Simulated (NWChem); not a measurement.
System: C$_{5}$H$_{3}$Cl; SMILES C=C=C(C#C)Cl

Here is an NWChem input.

```
start job
memory heap 200 mb stack 900 mb global 1100 mb
geometry units angstroms noautosym nocenter noautoz
  C      1.653811     2.102128     0.000000
  C      0.910098     1.127754     0.000000
  C      0.038433     0.006760     0.000000
  Cl    -1.697613     0.371135     0.000000
  C      0.440061    -1.259270     0.000000
  C      0.848545    -2.507276     0.000000
  H      2.311029     2.960419     0.000000
  H      1.027864    -3.056206     0.942485
  H      1.027864    -3.056206    -0.942485
end
basis spherical
  C library 6-31g*
  Cl library 6-31g*
  H library 6-31g*
end
dft
  xc m06-2x
  iterations 150
end
cosmo
  do_cosmo_smd true
  solvent acetone
end
task dft energy
```

Geometry: optimised at PBE-D3(BJ)/def2-SVP. Solvent: acetone.

Level: M06-2X/6-31G* with SMD (1 M gas to 1 M solution), gas-phase geometry.

Q: Predict the main results of this run. (M06-2X/6-31G* (spherical d), SMD on the gas-phase geometry.) Quantities: solvation free energy (kcal/mol); cavity-dispersion-structure term (kcal/mol); dipole in solution (D).

A: 
```
Item                                         Value
-------------------------------------------  -----
solvation free energy (kcal/mol)              -5.2
cavity-dispersion-structure term (kcal/mol)    0.2
dipole in solution (D)                        2.90
```
